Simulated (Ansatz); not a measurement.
One geometry of C2H7AlSi, SMILES `C=C[SiH2][AlH2]`, several functionals.

```yaml
crystal:
  periodic: [false, false, false]
  atoms:
    - {symbol: C, position_ang: [-1.126955, 1.842551, 0.409248]}
    - {symbol: C, position_ang: [-0.042022, 1.088988, 0.569857]}
    - {symbol: Si, position_ang: [-0.062053, -0.777869, 0.563558]}
    - {symbol: Al, position_ang: [1.210031, -1.682104, -1.339436]}
    - {symbol: H, position_ang: [-2.115363, 1.405476, 0.296860]}
    - {symbol: H, position_ang: [-1.078218, 2.927867, 0.388085]}
    - {symbol: H, position_ang: [0.918497, 1.592276, 0.675779]}
    - {symbol: H, position_ang: [-1.485661, -1.225003, 0.559103]}
    - {symbol: H, position_ang: [0.558576, -1.284162, 1.827678]}
    - {symbol: H, position_ang: [2.536808, -0.948270, -1.821706]}
    - {symbol: H, position_ang: [0.751760, -2.996849, -2.108326]}
basis:
  gaussian: {orbitals: def2-TZVPP}
hamiltonian: {xc: {name: r2SCAN0}, dispersion: d4}
output: {orbitals: {seedname: orbitals}}
```

```sh
$ ansatz run in.yaml --threads 2 --pin off --events-out ev --progress --plain --max-ram 4352MiB
```

It prints (some lines left out):

```
Functional definition: r2SCAN0
1364 factors; their error is unknown
mean field evaluation 1: about -16653.4616 eV, gradient 4.8e1 eV
mean field evaluation 2: about -16648.9112 eV, gradient 5.9e1 eV
mean field evaluation 4: about -16659.1731 eV, gradient 1.6e0 eV
mean field evaluation 8: about -16659.1834 eV, gradient 9.5e-2 eV
mean field evaluation 16: about -16659.2072 eV, gradient 7.9e-5 eV
mean field -16659.20722473 eV, -612.2145734927 hartree, gradient 1.9e-5 eV, S^2 0.000000; 0 other end points of the search recorded, 0 dependent functions left out
reference -16659.20723747 eV, -612.2145739609 hartree; 23, 23 occupied and 221, 221 virtual orbitals, 1364 factors
Total energy: -16659.27217697 eV, -612.2169604433 hartree
```

Run time 7.5 s (2 threads of an Arm Neoverse V1 on a shared host); peak host memory 0.56 GiB.

The same input with `hamiltonian: {xc: {name: revPBE}, dispersion: d4}` (abridged; 3.2 s):

```
Functional definition: revPBE
mean field evaluation 16: about -16658.8910 eV, gradient 3.0e-4 eV
mean field -16658.89102764 eV, -612.2029534639 hartree, gradient 8.5e-5 eV, S^2 0.000000
Total energy: -16659.51605572 eV, -612.2259228221 hartree
```

Changing it to `hamiltonian: {xc: {name: B3LYP}, dispersion: d4}` and forces (abridged; 7.5 s):

```
Functional definition: B3LYP
mean field evaluation 16: about -16664.0915 eV, gradient 3.2e-4 eV
mean field -16664.09147476 eV, -612.3940663706 hartree, gradient 7.2e-6 eV, S^2 0.000000
Total energy: -16664.44679601 eV, -612.4071241857 hartree
Atom 0 force    -0.113012     0.114671    -0.015592 eV/Å
Atom 1 force     0.103053     0.015577     0.017523 eV/Å
Atom 2 force    -0.034816    -0.122833     0.076027 eV/Å
Atom 3 force     0.057345    -0.041896    -0.083524 eV/Å
Atom 4 force     0.064491     0.046633     0.007448 eV/Å
Atom 5 force    -0.019843    -0.071066    -0.003257 eV/Å
Atom 6 force    -0.058038    -0.027052    -0.004869 eV/Å
Atom 7 force     0.082710     0.025622     0.005163 eV/Å
Atom 8 force    -0.036582     0.027475    -0.064306 eV/Å
Atom 9 force    -0.074464    -0.043989     0.023492 eV/Å
Atom 10 force     0.029156     0.076858     0.041894 eV/Å
Dipole moment:    -0.012776     0.114791    -0.009506 e Å
```

Changing it to `hamiltonian: {xc: {name: wB97M-V}}` and forces (abridged; 18 s):

```
Functional definition: wB97M-V
mean field evaluation 16: about -16660.0223 eV, gradient 2.9e-5 eV
mean field -16660.02225841 eV, -612.2445254279 hartree, gradient 2.9e-5 eV, S^2 0.000000
Total energy: -16660.02232168 eV, -612.2445277530 hartree
Atom 0 force    -0.010247     0.028075     0.004105 eV/Å
Atom 1 force     0.015933     0.085016     0.000879 eV/Å
Atom 2 force    -0.018869    -0.181845     0.033977 eV/Å
Atom 3 force     0.026702    -0.027610    -0.052226 eV/Å
Atom 4 force     0.081814     0.019050     0.010782 eV/Å
Atom 5 force     0.003353    -0.093364     0.001213 eV/Å
Atom 6 force    -0.081569    -0.011047    -0.007049 eV/Å
Atom 7 force     0.141213     0.055463     0.001919 eV/Å
Atom 8 force    -0.072786     0.060132    -0.129799 eV/Å
Atom 9 force    -0.135089    -0.073121     0.050440 eV/Å
Atom 10 force     0.049543     0.139251     0.085759 eV/Å
Dipole moment:    -0.012533     0.117944    -0.015343 e Å
```

With the line `hamiltonian: {xc: {name: PBE-QIDH}}` (abridged; 8.5 s):

```
Functional definition: PBE-QIDH
mean field evaluation 16: about -16642.7331 eV, gradient 8.3e-5 eV
mean field -16642.73308487 eV, -611.6091600193 hartree, gradient 6.0e-6 eV, S^2 0.000000
12 core orbitals not correlated: weight in the atoms' cores, before any rotation towards them, 1.000 or more for the frozen orbitals, at most 0.000 for the correlated occupied ones
second order -16.39556084 eV of doubles, -0.00000000 eV of singles
Total energy: -16648.19828789 eV, -611.8100025257 hartree
```

With the line `hamiltonian: {xc: hse06, dispersion: d4}` (abridged; 5 s):

```
Functional definition: HSE06
mean field evaluation 16: about -16652.8263 eV, gradient 1.2e-4 eV
mean field -16652.82632900 eV, -611.9800798995 hartree, gradient 4.0e-5 eV, S^2 0.000000
Total energy: -16653.00259102 eV, -611.9865574094 hartree
```

B3LYP takes the VWN-RPA correlation (the form of Gaussian; ORCA's B3LYP/G).

HSE06 is the plane-wave form, built on full-range PBE exchange.
